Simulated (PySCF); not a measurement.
Ionisation energy of Eu⁵⁵⁺ by level of theory

Eu⁵⁵⁺ [He] 2s2 2p4 (3P) → Eu⁵⁶⁺ [He] 2s2 2p3 (4S), as a difference of total energies. Computed with PySCF 2.14 in an even-tempered Gaussian basis (19 s from 30 bohr⁻², ratio 2.2; 13 p from 39 bohr⁻², ratio 2.2; 5 d from 160 bohr⁻², ratio 2.4; 5 f from 230 bohr⁻², ratio 2.4; 4 g from 350 bohr⁻², ratio 2.4), with scalar relativity by spin-free X2C-1e. Correlated levels: nothing frozen; virtual orbitals above 40 to 60 times the deepest correlated orbital energy dropped. The calculations carry no spin-orbit coupling.

| method | ionisation energy (eV) |
| --- | --- |
| UHF | 11644.4 |
| LDA | 11638.0 |
| PBE0 | 11647.1 |
| r2SCAN | 11649.6 |
| M06 | 11646.1 |
| MP2 (all electrons) | 11646.1 |
| SCS-MP2 (all electrons) | 11646.3 |

**Question.** Estimate what PW91 gives.

**Answer.** 11649.0 eV, closest to r2SCAN among the rows shown.

**Question.** Estimate what PBE gives.

**Answer.** 11647.4 eV, closest to PBE0 among the rows shown.

Spin-orbit coupling is strong in these open shells (close to jj coupling). The scalar numbers leave it out and a first-order estimate fails, so it can dominate the gap to the real levels.

For this ion Breit and QED terms and the two-electron picture change, all absent here, outweigh the differences among the correlated methods.

For comparison: 11457 ± 5 eV (theoretical estimate listed by NIST; NIST Atomic Spectra Database, ionization energies).
